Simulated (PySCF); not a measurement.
Computed shifts of a molecule C4H4F2, PBE/pcSseg-1 (PySCF), GIAO, gas phase, atoms alike by connectivity averaged where their shifts nearly agree, in ppm (number of nuclei): ¹³C: 171.7 (1), 159.3 (1), 111.4 (1), 98.4 (1). ¹⁹F: -117.1 (1), -120.7 (1). ¹H: 6.82 (1), 5.20 (1), 4.99 (1), 4.67 (1). References: ¹³C against TMS (σ = 182.0 ppm); ¹⁹F against CFCl3 (σ = 133.6 ppm); ¹H against TMS (σ = 31.49 ppm), references at their B3LYP-D3(BJ)/def2-TZVP geometries, non-relativistic. Geometry optimised at B3LYP-D3(BJ)/def2-SVP. Other conformers were not sampled.

Task: Which molecule gave these data?
A) C=C(F)/C=C\F
B) F/C=C\C=C/F
C) C=C/C(F)=C/F
D) C#CCC(F)F

Result: A, C=C(F)/C=C\F
